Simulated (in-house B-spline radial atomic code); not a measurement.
**Ionising Al XI (Al10+) with different functionals**

Computed with a B-spline radial code for spherical atoms: scalar-relativistic (spin-free X2C) Hamiltonian, Fermi nucleus of rms radius 3.061 fm, spin-polarised at highest spin, spherical fractional occupations for the functionals, and exact exchange of hybrids averaged over the configuration. The ionisation energy is the difference of two self-consistent energies, [He] 2s1 → 1s2, without Breit or QED terms; ε is the level of the shell that loses the electron (its least bound occupied spin orbital).

| method | rung | ΔSCF (eV) | -ε(2s) (eV) |
| --- | --- | --- | --- |
| PBE0 | global hybrid | 442.87 | 429.13 |
| B3LYP | global hybrid | 443.36 | 428.36 |
| TPSSh | global hybrid | 442.78 | 427.10 |
| BHandHLYP | global hybrid | 443.21 | 433.57 |
| r2SCAN0 | global hybrid | 441.76 | 429.89 |
| B97-1 | global hybrid | 442.57 | 428.35 |
| HSE06 | range-separated hybrid | 442.87 | 428.69 |
| wB97X | range-separated hybrid | 439.95 | 431.12 |
| CAM-B3LYP | range-separated hybrid | ? | ? |
| LC-wPBE | range-separated hybrid | ? | ? |

(1) What does LC-wPBE give?

(2) What does CAM-B3LYP give?

(3) Among the functionals, which spreads more, the ΔSCF values or the orbital energies?

(4) How do they compare with the NIST value?

Results:

(1) ΔSCF 443.17 eV, and -ε(2s) = 430.67 eV.

(2) ΔSCF 443.20 eV, and -ε(2s) = 430.33 eV.

(3) The orbital energies: ΔSCF values span about 3.41 eV and the orbital energies 6.47 eV.

(4) NIST lists 442.00 eV ± 0.007 (tabulated theory, ground level to ground level). Errors run from -2.06 to +1.35 eV; r2SCAN0 is closest (-0.24 eV), but part of that can be cancellation, since the calculations leave out Breit-QED terms.
